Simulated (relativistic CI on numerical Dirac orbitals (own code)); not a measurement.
The numbers below are computed, except where a source is named.
# Quantum defects of the np series of Kr7+

Problem. The np 2P° levels with J = 1/2 of Kr7+ lie at 4p: 143696.0, 5p: 546681.0, 6p: 720594.0, 7p: 812476.0, 8p: 867081.0 cm⁻¹ (Saloman, J. Phys. Chem. Ref. Data 36, 215 (2007)), and the ionisation limit at 1014661.6 cm⁻¹ (NIST ASD). Find the quantum defects and predict 9p.

Working.
1. The outer electron sees the charge z = 8; R = 109736.60 cm⁻¹ for this mass. The binding energy T = limit − E defines n* = z√(R/T).
2. Values: 4p: T = 870965.6, n* = 2.8397, δ = n − n* = 1.1603; 5p: T = 467980.6, n* = 3.8739, δ = n − n* = 1.1261; 6p: T = 294067.6, n* = 4.8870, δ = n − n* = 1.1130; 7p: T = 202185.6, n* = 5.8937, δ = n − n* = 1.1063; 8p: T = 147580.6, n* = 6.8984, δ = n − n* = 1.1016.
3. With δ held at 1.1016: E(9p) = limit − Rz²/(9 − δ)² = 902084.9 cm⁻¹.
4. The Ritz form δ = δ₀ + a/n*² through the last two members has a = 0.6055 and δ₀ = 1.0888, so with n* ≈ 9 − 1.1016, δ(9) = 1.0985 and E = 902170.9 cm⁻¹.

Check. The measured level is 902191.0 cm⁻¹ (δ = 1.0978), so the two predictions miss by -106.1 and -20.1 cm⁻¹. The defect is large because this electron penetrates the core.
